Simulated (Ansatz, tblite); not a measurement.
Cost and result up the ladder for `COc1ccc(-c2cc(C)c(-c3cc(C)c(-c4cc(C)c(-c5cc(C)c(-c6cc(C)c(-c7cc(C)c(-c8ccc(C(F)=C(F)F)cc8)s7)s6)s5)s4)s3)s2)cc1` (90 atoms). The state is a singlet with charge 0. Geometry: PBE-D4/def2-SVP.

```xyz
90

C     2.617   17.036   -0.813
O     2.745   15.880   -0.006
C     2.287   14.696   -0.494
C     2.433   13.575    0.353
C     1.991   12.321   -0.058
C     1.391   12.124   -1.329
C     0.924   10.810   -1.764
C     0.135   10.473   -2.860
C    -0.141    9.085   -2.999
C    -0.979    8.521   -4.110
C     0.456    8.326   -1.976
C     0.435    6.909   -1.721
C     1.028    6.220   -0.660
C     0.840    4.815   -0.674
C     1.396    3.900    0.378
C     0.075    4.396   -1.779
C    -0.359    3.084   -2.181
C    -1.140    2.741   -3.290
C    -1.418    1.359   -3.426
C    -2.262    0.795   -4.532
C    -0.836    0.601   -2.392
C    -0.898   -0.815   -2.141
C    -1.243   -1.870   -2.992
C    -1.186   -3.157   -2.395
C    -1.513   -4.420   -3.141
C    -0.781   -3.105   -1.049
C    -0.581   -4.152   -0.083
C    -0.113   -4.028    1.228
C    -0.029   -5.242    1.954
C     0.450   -5.319    3.375
C    -0.442   -6.346    1.185
C    -0.511   -7.749    1.509
C    -0.848   -8.808    0.663
C    -0.853  -10.089    1.276
C    -1.144  -11.349    0.507
C    -0.505  -10.024    2.634
C    -0.360  -11.083    3.631
C     0.560  -10.958    4.703
C     0.698  -11.954    5.668
C    -0.077  -13.139    5.610
C     0.122  -14.147    6.647
F     1.026  -13.839    7.609
C    -0.470  -15.361    6.783
F    -0.206  -16.194    7.775
F    -1.376  -15.854    5.948
C    -1.004  -13.271    4.547
C    -1.142  -12.266    3.589
S    -0.188   -8.369    3.115
S    -0.931   -5.838   -0.422
S    -0.505   -1.443   -0.551
S     0.056    1.632   -1.289
S    -0.384    5.768   -2.773
S     1.350    9.363   -0.878
C     1.260   13.256   -2.164
C     1.693   14.525   -1.762
H     1.553   17.263   -1.048
H     3.179   16.939   -1.769
H     3.042   17.874   -0.230
H     2.894   13.723    1.340
H     2.102   11.466    0.628
H    -0.265   11.223   -3.557
H    -1.862    7.970   -3.723
H    -1.347    9.329   -4.771
H    -0.407    7.805   -4.737
H     1.597    6.734    0.129
H     0.595    3.331    0.897
H     1.952    4.475    1.143
H     2.092    3.149   -0.053
H    -1.519    3.495   -3.995
H    -2.798    1.602   -5.068
H    -3.015    0.077   -4.144
H    -1.649    0.249   -5.282
H    -1.502   -1.726   -4.047
H    -2.382   -4.949   -2.695
H    -0.665   -5.137   -3.133
H    -1.760   -4.198   -4.197
H     0.173   -3.058    1.660
H    -0.346   -5.679    4.060
H     1.305   -6.019    3.484
H     0.777   -4.324    3.732
H    -1.074   -8.658   -0.403
H    -0.532  -12.201    0.862
H    -2.210  -11.652    0.593
H    -0.937  -11.202   -0.571
H     1.196  -10.061    4.764
H     1.424  -11.827    6.482
H    -1.639  -14.163    4.474
H    -1.903  -12.388    2.807
H     0.818   13.146   -3.166
H     1.572   15.373   -2.449
```

Ansatz on 11 threads of AMD EPYC 7R13 on a shared host and a whole NVIDIA H100 80GB HBM3; xTB runs through tblite on one thread. Times are rough, summed over both states, and most runs start from the orbitals of an earlier one. PBE0-D4/def2-TZVP serves as the yardstick here, not as an exact answer. The other state is a doublet.

The xTB rows come from tblite. Single mean-field runs in def2-TZVP are fitted with def2-universal-jkfit.

Raw xTB energies of ions are shifted by several eV.

```json
{"level": "GFN2-xTB", "functions": "285", "wall time": "1.7 s"}
{"level": "GFN1-xTB", "functions": "320", "wall time": "1.9 s"}
{"level": "LDA (SPW92)/def2-TZVP", "functions": "1951", "wall time": "45 s"}
{"level": "PBE-D4/def2-TZVP", "functions": "1951", "wall time": "49 s"}
{"level": "PBE0-D4/def2-TZVP (with forces)", "functions": "1951", "wall time": "87 s"}
```

Estimate what each level gives for the vertical IE (eV).


```json
{"level": "GFN2-xTB", "vertical IE (eV)": "10.53", "difference from PBE0-D4/def2-TZVP (eV)": "4.89"}
{"level": "GFN1-xTB", "vertical IE (eV)": "11.26", "difference from PBE0-D4/def2-TZVP (eV)": "5.62"}
{"level": "LDA (SPW92)/def2-TZVP", "vertical IE (eV)": "5.54", "difference from PBE0-D4/def2-TZVP (eV)": "-0.10"}
{"level": "PBE-D4/def2-TZVP", "vertical IE (eV)": "5.35", "difference from PBE0-D4/def2-TZVP (eV)": "-0.29"}
{"level": "PBE0-D4/def2-TZVP (with forces)", "vertical IE (eV)": "5.64", "difference from PBE0-D4/def2-TZVP (eV)": "0.00"}
```
